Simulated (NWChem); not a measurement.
Atomisation of ClGa

```xyz
2

Ga     0.0000     0.0000    -0.7912
Cl     0.0000     0.0000     1.4428
```
Charge 0, spin multiplicity 1.

Program: NWChem. Structure: optimised with PBE/def2-SVP, a minimum by its harmonic frequencies.

Basis set: def2-TZVP. The atomisation energy is electronic alone: no zero-point, thermal, spin-orbit or counterpoise terms. No value is extrapolated to the basis-set limit. Free atoms are single determinants with multiplicities Ga 2, Cl 2. Correlated methods freeze the same cores in atoms and molecule, 14 orbitals in all.

The Hamiltonian is non-relativistic. B3LYP has NWChem's definition, with VWN1-RPA local correlation. The structure started from a generated list of species. The stability of the SCF solutions was not checked. Open-shell Hartree-Fock references start from PBE0 orbitals. No row is a measurement; the coupled-cluster row has its own basis-set and correlation limits.

For the atomisation energy, HF gives 83.7 kcal/mol and BLYP gives 109.9 kcal/mol. What do CCSD(T), PBE0, B3LYP give?

CCSD(T): 109.1 kcal/mol; PBE0: 111.7 kcal/mol; B3LYP: 109.5 kcal/mol.
